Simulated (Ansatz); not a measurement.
One change: `CC(C)[O][Al]([F])[Cl]` becomes `CC(C)OB(F)S`.

Ansatz, PBE0-D4/def2-TZVP geometries, multiplicity 1. Each molecule was computed in one conformer, which needn't be the lowest.

```csv
property,`CC(C)[O][Al]([F])[Cl]`
HOMO energy (ωB97M-V/def2-TZVPP) / eV,-10.95
HOMO–LUMO gap (PBE/def2-TZVPP) / eV,5.43
LUMO energy (ωB97M-V/def2-TZVPP) / eV,0.89
LUMO energy (PBE0/def2-TZVPP) / eV,-0.76
HOMO energy (PBE/def2-TZVPP) / eV,-7.05
HOMO energy (PBE0/def2-TZVPP) / eV,-8.56
```

Problem. What does the change do to each property? (Best estimate.)

Solution. Ansatz gave: 
```csv
property,`CC(C)OB(F)S`,shift
HOMO energy (ωB97M-V/def2-TZVPP) / eV,-9.80,1.15
HOMO–LUMO gap (PBE/def2-TZVPP) / eV,6.05,0.62
LUMO energy (ωB97M-V/def2-TZVPP) / eV,2.08,1.19
LUMO energy (PBE0/def2-TZVPP) / eV,0.61,1.37
HOMO energy (PBE/def2-TZVPP) / eV,-6.34,0.71
HOMO energy (PBE0/def2-TZVPP) / eV,-7.61,0.95
```

With PBE0 the HOMO rises by 0.95 eV and the LUMO rises by 1.37 eV, so the gap widens by about 0.42 eV. PBE moves the HOMO by 0.71 eV and ωB97M-V by 1.15 eV.
